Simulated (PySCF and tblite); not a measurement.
Results of a calculation; reference values are marked as such.
System: C₃H₇FO₂Si₂, numbered as in [O:1]=[C:2]([SiH3:3])/[C:4]([F:5])=[C:6](\[OH:7])[SiH3:8].

For the rotation about the C6–O7 bond (torsion C4–C6–O7–H from 0° to 180°, rising): electronic barrier 16.82 kcal/mol, zero-point change -0.78 kcal/mol, thermal and entropy terms at 350 K a further -0.23 kcal/mol (symmetry numbers apart). The minimum is Cs, the saddle C1. The path came from a restrained scan, a climbing-image band and a saddle search at GFN2-xTB; energies are PBE0/pcSseg-1 + D3(BJ)//GFN2-xTB, thermal terms GFN2-xTB. Rate constants are transition-state-theory values, counting equivalent paths, without tunnelling. Run with tblite and PySCF.

Question: How many equivalent paths lead out of the minimum?

Answer: 2: the symmetry number of the minimum is 1, that of the saddle displaced along its mode 1, and the displaced saddle is chiral while the minimum is not, which doubles the count.

Question: Work out the rate at 350 K.

Answer: ΔG‡ = 15.81 kcal/mol; k_B T/h = 7.3×10¹² s⁻¹; exp(−ΔG‡/RT) = 1.3×10⁻¹⁰; times 2 gives k = 1970 s⁻¹. Wigner's tunnelling factor for the 539i cm⁻¹ mode would be 1.21.
